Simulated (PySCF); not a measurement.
**Electronic absorption of C2H3Cl3Si**

C₂H₃Cl₃Si.
SMILES: `C=C[Si](Cl)(Cl)Cl`

Computed, not measured: PySCF, TDDFT B3LYP/def2-SVPD, vertical, gas phase, core orbitals frozen in the response. Isolated species at its PBE0-D3(BJ)/def2-SVP geometry, gas phase. Torsions of this conformer, `[CH2:1]=[CH:2][Si:3]([Cl:4])([Cl:5])[Cl:6]`: C1–C2–Si3–Cl4 -1°.

**Question.** Predict the UV-vis stick spectrum at this level.

**Answer.** 

```
state  E (eV)  ν̃ (cm⁻¹)       f  main configurations (H = HOMO, L = LUMO)
   S1    6.51      52490  0.0051                               H-2→L (89%)
   S2    6.59      53170  0.0051                               H-1→L (97%)
   S3    6.72      54190   0.221                    H→L (70%), H-4→L (25%)
   S4    6.92      55810  0.0004                               H-3→L (94%)
   S5    6.99      56410  0.0002                               H→L+1 (96%)
   S6    7.31      58930   0.179                    H-4→L (71%), H→L (21%)
```

The lowest singlet lies at 6.51 eV (191 nm, vacuum ultraviolet) and is weak; its leading configuration is HOMO-2→LUMO (89%). The most intense listed level is S3 at 6.72 eV (185 nm, f = 0.221), 0.21 eV above S1. Löwdin shares by element: HOMO carbon 71%, chlorine 17% or more; LUMO carbon 67%, silicon 10%, chlorine 5% or more (atoms not listed hold the other 18%). Orbital energies (eV): HOMO-3 -9.37, HOMO-2 -9.18, HOMO-1 -8.97, HOMO -8.45, LUMO -1.54, LUMO+1 -0.56, LUMO+2 0.10. Weighted by f, the mean energy of these states is 6.97 eV. Of the 6 states listed, 2 reach f = 0.01 and 2 stay under 0.0005. Singlets were solved by full linear response.
